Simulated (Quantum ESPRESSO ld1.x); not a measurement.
Results of a calculation; reference values are marked as such.
Task: The aim is the chlorine ion Cl2+ in [Ne] 3s2 3p3. This ld1.x (Quantum ESPRESSO 7.5) run was made with `OMP_NUM_THREADS=1 ld1.x < ld1.in > ld1.out`. Can the result be used? Name any fault.

```
 &input
    zed=17.0,
    iswitch=1,
    rel=2,
    dft='PBE',
    config='[Ne] 3s2 3p',
    verbosity='high',
    lsmall=.true.,
    prefix='ld1',
    max_out_wfc=37,
    file_charge='ld1.rho',
 /
```

Output (excerpt):

```
     Program LD1 v.7.5 starts

 %%%%%%%%%%%%%%%%%%%%%%%%%%%%%%%%%%%%%%%%%%%%%%%%%%%%%%%%%%%%%%%%%%%%%%%%%%%%%%
     Error in routine el_config (5):
     no occupancy field?
 %%%%%%%%%%%%%%%%%%%%%%%%%%%%%%%%%%%%%%%%%%%%%%%%%%%%%%%%%%%%%%%%%%%%%%%%%%%%%%

     stopping ...
```

Result: No (refused). The line at issue: config='[Ne] 3s2 3p'. The program stops in el_config with "no occupancy field?": each term needs its occupation. The sound input gives -459.996 hartree.
